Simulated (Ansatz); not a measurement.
Reaction (cleavage of the B–Sn bond): `[BH2][SnH2][SiH3]` + HCl → `BCl` + `[SiH3][SnH3]`

Program: Ansatz. Geometries: PBE0-D4/def2-TZVP. ΔE: electronic, gas phase. CBS: MP2 limit from def2 TZ/QZ plus the TZ coupled-cluster correction, frozen cores. This one scheme is used for every species. Elements past krypton have def2 core potentials. For Sn outer-core shells are correlated without core-valence functions, which leaves a few kJ/mol of doubt a bond.

| species | CCSD(T)/CBS(def2) energy (Eh) |
| --- | --- |
| `[BH2][SnH2][SiH3]` | -532.05307 |
| HCl | -460.38127 |
| `BCl` | -485.78909 |
| `[SiH3][SnH3]` | -506.68362 |

(1) Work out ΔE.

Largest T1 diagnostic among the species: 0.014.

Answers

(1) ΔE = (-485.78909) + (-506.68362) − (-532.05307) − (-460.38127) = -0.03837 Eh = -100.7 kJ/mol.

At CCSD(T), def2-SVP lies −19.9 kJ/mol from the extrapolated value and def2-TZVPP −3.2 kJ/mol. In def2-TZVPP, CCSD(T) changes the Hartree–Fock value by +10.8 kJ/mol (the triples alone add −0.5 kJ/mol) and MP2 by +8.8 kJ/mol.
